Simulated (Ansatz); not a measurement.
Consider the formal exchange of groups at the Si–C bond: `C[SiH2]C(O)(F)F` + `C=CC(C)S` → `C[SiH2]C(C)S` + `C=CC(O)(F)F`.

Isolated molecules relaxed with PBE0-D4/def2-TZVP in Ansatz; ΔE leaves out vibrations. CCSD(T)/CBS adds triple-zeta CCSD(T) − MP2 to the extrapolated MP2 energy (def2 sets, frozen cores). DFT in def2-TZVPP. Each species was taken in one conformer, which may not be the lowest.

```csv
species,PBE0 energy (Eh)
`C[SiH2]C(O)(F)F`,-643.91808
`C=CC(C)S`,-555.14372
`C[SiH2]C(C)S`,-807.68657
`C=CC(O)(F)F`,-391.38381
```

Question: Work out ΔE.

Answer: ΔE = (-807.68657) + (-391.38381) − (-643.91808) − (-555.14372) = -0.00858 Eh = -0.23 eV. CCSD(T)/CBS gives -0.25 eV.

Largest T1 diagnostic among the species: 0.012.

From PBE to PBE0 (25 % exact exchange), in def2-TZVPP and without D4, ΔE moves by −0.06 eV.
